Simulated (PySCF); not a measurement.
Calculation: M06-2X/def2-TZVP // PBE0-D3(BJ)/def2-TZVP in PySCF. All species are isolated molecules in the gas phase. One relaxed conformer stands for a flexible species; it need not be the lowest. Excitations are Tamm–Dancoff values on a coarser integration grid. The basis has no diffuse functions, so Rydberg states are missing or too high.

Reference species (SMILES): `SC1C=C1` (H–S–C–C torsion 152°) (neutral, multiplicity 1).

- S1 excitation (TDA) = 5.20 eV
- HOMO–LUMO gap = 8.36 eV
- S1 oscillator strength = 0.003
- HOMO = -7.81 eV

Changed species: `CC#CS`.

**Question.** Predict the effect on the S1 excitation (TDA), HOMO–LUMO gap, S1 oscillator strength and HOMO.

**Answer.** the S1 excitation (TDA) decreases by 0.40 eV, to 4.80 eV; the HOMO–LUMO gap rises by 0.19 eV, to 8.55 eV; the S1 oscillator strength is nearly the same; the HOMO rises by 0.19 eV, to -7.62 eV.
